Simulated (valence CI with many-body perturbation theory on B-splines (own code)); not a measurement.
Ba V: calculated level list

Computed by valence CI with perturbative core correlation (CI+MBPT): six valence electrons over a frozen Dirac-Fock core [Kr] 4d10, radial functions for each j: 9 s, 9 p, 8 d, 6 f, 3 g, 1 h, with the one-electron correlation potential Σ1 (screened to all orders), the two-electron term Σ2, the three-electron term Σ3, Breit, model QED; selected single and double excitations, second order for the rest, scaled by the run's own slope (own B-spline code, finite nucleus).

Against 17 measured levels this calculation errs by 353 cm⁻¹ on average and by 1294 at most. These come from a selection out of Sansonetti and Curry, J. Phys. Chem. Ref. Data 39, 043103 (2010). Levels without a partner in it may be off by more, other configurations by several thousand cm⁻¹. Among the levels kept, up to 850 cm⁻¹ of a level comes from second order outside the variational space, and about a tenth of that is noise between levels of different J, which matters for small intervals. 1 measured level below the end of the list, from 166279 cm⁻¹ on, found no clear computed partner, and computed levels of the same name lie up to 320 cm⁻¹ from them.

Levels 1 to 36 of 36, with energies above the lowest level, 5s2.5p4 3P_2. "Leading %" is the weight of the configuration and term that name the level; weights of strongly mixed levels are sums over their largest components and can fall short. Lifetimes count E1, E2, E3, M1 and M2 decay at the calculated energies, and are blank where another channel may lead or the interval is too uncertain; long ones can be off by a factor of two.

| No. | Configuration | Term | J | E (cm⁻¹) | Leading % | g | Lifetime |
| --- | --- | --- | --- | --- | --- | --- | --- |
| 1 | 5s2.5p4 | 3P | 2 | 0.0 | 81 | 1.424 |  |
| 2 | 5s2.5p4 | 3P | 0 | 11358 | 68 |  | 8.28 s |
| 3 | 5s2.5p4 | 3P | 1 | 16373 | 95 | 1.501 | 11.7 ms |
| 4 | 5s2.5p4 | 1D | 2 | 24750 | 80 | 1.077 | 12.1 ms |
| 5 | 5s2.5p4 | 1S | 0 | 51250 | 68 |  | 1.48 ms |
| 6 | 5s.5p5 | 3P° | 2 | 129950 | 77 | 1.500 | 1.89 ns |
| 7 | 5s.5p5 | 3P° | 1 | 138500 | 65 | 1.435 | 1.46 ns |
| 8 | 5s.5p5 | 3P° | 0 | 147410 | 72 |  | 2.07 ns |
| 9 | 4f.5s2.5p3 | 5F | 3 | 154290 | 56 | 1.126 | 6.53 μs |
| 10 | 4f.5s2.5p3 | 5F | 4 | 154600 | 64 | 1.278 | 3.42 ms |
| 11 | 4f.5s2.5p3 | 5F | 2 | 155400 | 78 | 1.001 | 2.50 μs |
| 12 | 4f.5s2.5p3 | 5F | 1 | 155620 | 82 | 0.084 | 5.65 μs |
| 13 | 4f.5s2.5p3 | 5F | 5 | 156150 | 77 | 1.354 |  |
| 14 | 4f.5s2.5p3 | 3F | 3 | 158990 | 37 | 1.092 | 987 ns |
| 15 | 5s2.5p3.5d | 5D° | 3 | 159070 | 68 | 1.411 | 7.40 ns |
| 16 | 5s2.5p3.5d | 5D° | 2 | 159100 | 63 | 1.322 | 6.06 ns |
| 17 | 5s2.5p3.5d | 5D° | 0 | 159660 | 77 |  | 4.90 ns |
| 18 | 5s2.5p3.5d | 5D° | 1 | 160120 | 78 | 1.451 | 2.69 ns |
| 19 | 5s2.5p3.5d | 5D° | 4 | 160790 | 78 | 1.447 | 9.77 μs |
| 20 | 5s.5p5 | 1P° | 1 | 163040 | 41 | 1.079 | 1.20 ns |
| 21 | 5s2.5p3.5d | 3D° | 2 | 165960 | 36 | 1.135 | 1.98 ns |
| 22 | 4f.5s2.5p3 | 3F | 4 | 166410 | 57 | 1.191 |  |
| 23 | 4f.5s2.5p3 | 3F | 2 | 166520 | 84 | 0.723 |  |
| 24 | 4f.5s2.5p3 | 3G | 3 | 169590 | 53 | 0.939 | 701 ns |
| 25 | 4f.5s2.5p3 | 3G | 4 | 171140 | 63 | 1.103 |  |
| 26 | 4f.5s2.5p3 | 3F | 2 | 172830 | 32 | 0.926 | 243 ns |
| 27 | 5s2.5p3.5d | 3D° | 3 | 173100 | 50 | 1.263 | 3.86 ns |
| 28 | 4f.5s2.5p3 | 3H | 4 | 174000 | 47 | 1.001 |  |
| 29 | 5s2.5p3.5d | 3D° | 1 | 174280 | 88 | 0.568 | 3.26 ns |
| 30 | 4f.5s2.5p3 | 3G | 5 | 174450 | 36 | 1.140 |  |
| 31 | 4f.5s2.5p3 | 3D | 3 | 175270 | 65 | 1.240 | 86.9 ns |
| 32 | 4f.5s2.5p3 | 1P | 1 | 176090 | 72 | 0.888 | 339 ns |
| 33 | 5s2.5p3.5d | 3F° | 2 | 176290 | 54 | 0.894 | 3.88 ns |
| 34 | 5s2.5p3.5d | 1S° | 0 | 177050 | 77 |  | 64.3 μs |
| 35 | 5s2.5p3.5d | 3F° | 3 | 178490 | 64 | 1.135 | 3.03 ns |
| 36 | 4f.5s2.5p3 | 3G | 5 | 178960 | 70 | 1.155 |  |

Names give the largest LS component (configuration and term), which can be under half, so a name can repeat, a term be missing and a line seem to break the LS rules; names also repeat where a configuration has a term twice.

The ionisation energy to 5s2.5p3 4S°_3/2 of the next ion comes out as 59.152 eV (NIST: 58 ± 1.9 eV (theoretical)). All 36 levels together are meant to be complete up to 180080 cm⁻¹.
